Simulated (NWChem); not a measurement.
Species: AuNH$_{3}$F; SMILES [NH3]->[Au][F]

```xyz
6

Au     0.0000     0.0000     0.0447
F      0.0000     0.0000     1.9689
N      0.0000     0.0000    -2.0146
H     -0.0667     0.9463    -2.3942
H     -0.7861    -0.5309    -2.3942
H      0.8528    -0.4154    -2.3942
```
Atoms are numbered in this order, from 1.

Level: PBE0/def2-SVP with def2 effective core potentials on Au (NWChem), optimised geometry, unscaled harmonic frequencies. def2 effective core potentials on Au; no spin-orbit coupling.

```json
[
 {"frequency (cm⁻¹)": "178", "IR intensity (km/mol)": "2.9"},
 {"frequency (cm⁻¹)": "178", "IR intensity (km/mol)": "2.9"},
 {"frequency (cm⁻¹)": "473", "IR intensity (km/mol)": "0.1"},
 {"frequency (cm⁻¹)": "612", "IR intensity (km/mol)": "59.1"},
 {"frequency (cm⁻¹)": "730", "IR intensity (km/mol)": "24.5"},
 {"frequency (cm⁻¹)": "730", "IR intensity (km/mol)": "24.5"},
 {"frequency (cm⁻¹)": "1269", "IR intensity (km/mol)": "89.7"},
 {"frequency (cm⁻¹)": "1630", "IR intensity (km/mol)": "22.6"},
 {"frequency (cm⁻¹)": "1630", "IR intensity (km/mol)": "22.6"},
 {"frequency (cm⁻¹)": "3490", "IR intensity (km/mol)": "11.3"},
 {"frequency (cm⁻¹)": "3600", "IR intensity (km/mol)": "60.8"},
 {"frequency (cm⁻¹)": "3600", "IR intensity (km/mol)": "60.8"}
]
```

* **zero-point energy**: 25.9 kcal/mol
* **thermal correction to the enthalpy at 298.15 K (with zero-point energy)**: 29.4 kcal/mol
* **heat capacity Cv**: 13.8 cal/(mol K)
* **entropy at 298.15 K and 1 atm (symmetry number 3)**: 69.0 cal/(mol K)

Rigid rotor and harmonic oscillator.
